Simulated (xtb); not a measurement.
C₂H₈Si, triplet, at the geometry of the source list (a higher spin typed on purpose: for a closed-shell molecule this is an excited state); GFN2-xTB in xtb.

The xtb input:
```
$ xtb mol.xyz --gfn 2 --uhf 2 --json

# file mol.xyz
11

Si     0.05110000    -0.57980000    -0.49790000
C      1.46950000     0.59420000    -0.03350000
C     -1.51350000    -0.09470000     0.46240000
H      0.42590000    -1.96030000    -0.16160000
H     -0.20990000    -0.48830000    -1.94100000
H      1.22740000     1.62610000    -0.27310000
H      2.37890000     0.33910000    -0.56950000
H      1.69260000     0.54890000     1.02900000
H     -2.34250000    -0.75140000     0.21540000
H     -1.82230000     0.92170000     0.23390000
H     -1.35710000    -0.15550000     1.53600000
```

What the program printed (banner, timings and long lists left out):

```
   ID    Z sym.   atoms
    1   14 Si     1
    2    6 C      2, 3
    3    1 H      4-11

           -------------------------------------------------
          |                Calculation Setup                |
           -------------------------------------------------

           -------------------------------------------------
          |                 G F N 2 - x T B                 |
           -------------------------------------------------

          ...................................................
          :                      SETUP                      :
          :.................................................:
          :  # basis functions                  26          :
          :  # atomic orbitals                  25          :
          :  # shells                           15          :
          :  # electrons                        20          :
          :  max. iterations                   250          :
          :  Hamiltonian                  GFN2-xTB          :
          :  restarted?                      false          :
          :  GBSA solvation                  false          :
          :  PC potential                    false          :
          :  electronic temp.          300.0000000     K    :
          :  accuracy                    1.0000000          :
          :  -> integral cutoff          0.2500000E+02      :
          :  -> integral neglect         0.1000000E-07      :
          :  -> SCF convergence          0.1000000E-05 Eh   :
          :  -> wf. convergence          0.1000000E-03 e    :
          :  Broyden damping             0.4000000          :
          :  net charge                          0          :
          :  unpaired electrons                  2          :
          ...................................................

 iter      E             dE          RMSdq      gap      omega  full diag
   1     -9.9147733 -0.991477E+01  0.570E+00    0.06       0.0  T
   2     -9.9229498 -0.817647E-02  0.359E+00    0.09       1.0  T
   3     -9.9407726 -0.178228E-01  0.368E+00    0.04       1.0  T
   4     -9.9591008 -0.183282E-01  0.214E+00    0.06       1.0  T
   5     -9.9633050 -0.420416E-02  0.166E+00    0.05       1.0  T
   6     -9.9412292  0.220758E-01  0.315E+00    0.04       1.0  T
   7     -9.9495613 -0.833212E-02  0.296E+00    0.04       1.0  T
   8     -9.9472546  0.230671E-02  0.315E+00    0.04       1.0  T
   9     -9.9538054 -0.655081E-02  0.209E+00    0.04       1.0  T
  10     -9.9629714 -0.916605E-02  0.841E-01    0.05       1.0  T
  11     -9.9652968 -0.232536E-02  0.825E-01    0.08       1.0  T
  12     -9.9663101 -0.101326E-02  0.232E-01    0.10       1.0  T
  13     -9.9660829  0.227156E-03  0.366E-01    0.11       1.0  T
  14     -9.9659893  0.936163E-04  0.394E-01    0.12       1.0  T
  15     -9.9662529 -0.263639E-03  0.161E-01    0.13       1.0  T
  16     -9.9662240  0.289224E-04  0.253E-01    0.13       1.0  T
  17     -9.9662132  0.107737E-04  0.283E-01    0.14       1.0  T
  18     -9.9662254 -0.121266E-04  0.257E-01    0.13       1.0  T
  19     -9.9662914 -0.660182E-04  0.179E-01    0.11       1.0  T
  20     -9.9663412 -0.497962E-04  0.431E-01    0.08       1.0  T
  21     -9.9663321  0.910102E-05  0.359E-01    0.08       1.0  T
  22     -9.9663200  0.120424E-04  0.238E-01    0.09       1.0  T
  23     -9.9663097  0.103371E-04  0.160E-01    0.11       1.0  T
  24     -9.9663024  0.730248E-05  0.129E-01    0.12       1.0  T
  25     -9.9662948  0.763243E-05  0.140E-01    0.13       1.0  T
  26     -9.9662968 -0.204791E-05  0.132E-01    0.13       1.0  T
  27     -9.9663008 -0.401308E-05  0.128E-01    0.12       1.0  T
  28     -9.9663197 -0.188388E-04  0.221E-01    0.09       1.0  T
  29     -9.9663829 -0.632573E-04  0.556E-01    0.07       1.0  T
  30     -9.9671186 -0.735703E-03  0.223E+00    0.00       1.0  T
  31     -9.9720164 -0.489773E-02  0.285E+00    0.32       1.0  T
[...]
         :: total energy              -9.826665392842 Eh    ::
[...]
        12        0.0018           -0.1270700              -3.4578 (LUMO)
        13        0.0000           -0.1188147              -3.2331
        14                         -0.0153358              -0.4173
        15                         -0.0143499              -0.3905
        16                          0.1521191               4.1394
        17                          0.1889270               5.1410
        18                          0.2015669               5.4849
        19                          0.2103926               5.7251
        20                          0.2316690               6.3040
        21                          0.2320051               6.3132
        22                          0.3150238               8.5722
       ...                                ...                  ...
        25                          0.7544646              20.5300
      -------------------------------------------------------------
                  HL-Gap            0.0119774 Eh            0.3259 eV
             Fermi-level           -0.2658068 Eh           -7.2330 eV

     #   Z          covCN         q      C6AA      α(0)
     1  14 Si       3.583     0.245   104.978    19.695
     2   6 C        3.650    -0.132    23.402     6.949
     3   6 C        3.650    -0.133    23.409     6.950
     4   1 H        0.917    -0.036     3.775     3.039
     5   1 H        0.917    -0.037     3.781     3.041
     6   1 H        0.925     0.022     2.701     2.570
     7   1 H        0.925     0.002     3.017     2.716
     8   1 H        0.925     0.022     2.699     2.569
     9   1 H        0.925     0.002     3.024     2.720
    10   1 H        0.925     0.022     2.699     2.569
    11   1 H        0.925     0.022     2.697     2.568

 Mol. C6AA /au·bohr⁶  :       1129.794805
 Mol. C8AA /au·bohr⁸  :      34409.345011
 Mol. α(0) /au        :         55.385959

Wiberg/Mayer (AO) data.
largest (>0.10) Wiberg bond orders for each atom

 ---------------------------------------------------------------------------
     #   Z sym  total        # sym  WBO       # sym  WBO       # sym  WBO
 ---------------------------------------------------------------------------
     1  14 Si   2.661 --     5 H    0.807     4 H    0.807     3 C    0.556
                             2 C    0.555
     2   6 C    3.640 --     7 H    1.009     6 H    0.998     8 H    0.998
                             1 Si   0.555
     3   6 C    3.641 --     9 H    1.009    10 H    0.997    11 H    0.997
                             1 Si   0.556
     4   1 H    0.885 --     1 Si   0.807
     5   1 H    0.885 --     1 Si   0.807
     6   1 H    0.993 --     2 C    0.998
     7   1 H    0.994 --     2 C    1.009
     8   1 H    0.993 --     2 C    0.998
     9   1 H    0.994 --     3 C    1.009
    10   1 H    0.993 --     3 C    0.997
    11   1 H    0.993 --     3 C    0.997
 ---------------------------------------------------------------------------

Topologies differ in total number of bonds
Writing topology from bond orders to xtbtopo.mol

molecular dipole:
                 x           y           z       tot (Debye)
 q only:        0.011      -0.102      -0.087
   full:       -0.068       0.686       0.589       2.303
molecular quadrupole (traceless):
                xx          xy          yy          xz          yz          zz
 q only:       -1.191      -0.417       0.591       0.277       0.184       0.600
  q+dip:        0.015      -0.219      -0.289       0.441      -1.610       0.274
   full:        3.209       1.135      -1.598      -0.688      -0.617      -1.611

           -------------------------------------------------
          | TOTAL ENERGY               -9.826665392842 Eh   |
          | GRADIENT NORM               0.088081642221 Eh/α |
          | HOMO-LUMO GAP               0.325922023554 eV   |
           -------------------------------------------------

normal termination of xtb
```
